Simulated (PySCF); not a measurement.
Core-level binding energies of `CO[SiH2][SiH3]`

CH8OSi2.
Bonds: C1–O2, O2–Si3, Si3–Si4. Hydrogens: H5, H6, H7 on C1; H8, H9 on Si3; H10, H11, H12 on Si4.

The calculation used delta-SCF UKS SCAN, pcX-2 on the ionised atom, pcseg-1 elsewhere, spin-free X2C (PySCF 2.14.0). Each binding energy is the total energy of the core-ionised species, with the hole localised on one atom, minus that of the ground state; both are solved self-consistently, so orbital relaxation is included.

Task: List the computed XPS lines with their assignment.

Result: 
| atom(s) | bonded to | level | binding energy (eV) | 2p1/2 (eV) | above the level's lowest (eV) | count |
| --- | --- | --- | --- | --- | --- | --- |
| Si4 | 3 H and Si | Si 2p3/2 | 106.55 | 107.17 | 0.00 | 1 |
| Si3 | O, 2 H and Si | Si 2p3/2 | 107.00 | 107.63 | +0.45 | 1 |
| C1 | O and 3 H | C 1s | 292.39 | – | 0.00 | 1 |
| O2 | C and Si | O 1s | 538.01 | – | 0.00 | 1 |
| Si4 | 3 H and Si | Si 1s | 1846.23 | – | 0.00 | 1 |
| Si3 | O, 2 H and Si | Si 1s | 1846.84 | – | +0.61 | 1 |

The listed Si 1s values span 0.61 eV, from Si4 (bonded to 3 H and Si) to Si3 (bonded to O, 2 H and Si). Summing the Pauling electronegativity differences to the bonded atoms, each weighted by its formal bond order, gives +0.90 for the lowest site and +2.14 for the highest.

The listed Si 2p3/2 values span 0.45 eV, from Si4 (bonded to 3 H and Si) to Si3 (bonded to O, 2 H and Si).

Task: Express the binding energy of Si 2p3/2 of Si3 in atomic units and per mole.

Result: 107.00 eV = 3.9322 Eh = 10324 kJ/mol.

Spin–orbit and ligand-field terms were added within each 2p shell after the spin-free SCF. 2p1/2 minus 2p3/2 (ligand field included): Si 0.62 eV. One conformer (not necessarily the lowest) at the PBE0-D3(BJ)/def2-SVP geometry, without solvent, vibrations or thermal averaging.

Shape of the structure used: `[CH3:1][O:2][SiH2:3][SiH3:4]`: C1–O2–Si3–Si4 179°.
